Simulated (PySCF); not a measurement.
Radial density of Al+ (aluminium, charge +1)

BLYP, [Ne] 3s1 3p1, high-spin 3P determinant (an excited configuration). All numbers are calculated (PySCF 2.14, the spin-free X2C one-electron Hamiltonian (Gaussian nucleus), in x2c-TZVPPall (5s5p3d1f, 42 functions)).

```
r (bohr)  4πr²ρ (e/bohr)  4πr²(ρα − ρβ)
 0.00227         0.09504         0.0002
 0.00382          0.2552         0.0006
 0.00643          0.6554         0.0016
  0.0108           1.624         0.0039
  0.0182           3.736         0.0089
  0.0306           7.590         0.0178
  0.0515           12.45         0.0279
  0.0866           14.51         0.0287
   0.146           10.77         0.0253
   0.245           8.845         0.0912
   0.412           12.56         0.1760
   0.693           8.738         0.0207
    1.17           2.005         0.2371
    1.96          0.9382         0.8757
    3.30          0.4748         0.4745
    5.55         0.03216         0.0322
    9.33       0.0002957         0.0003
```

Densities and radii are taken from the X2C orbitals without a picture-change correction, which distorts them close to the nucleus.
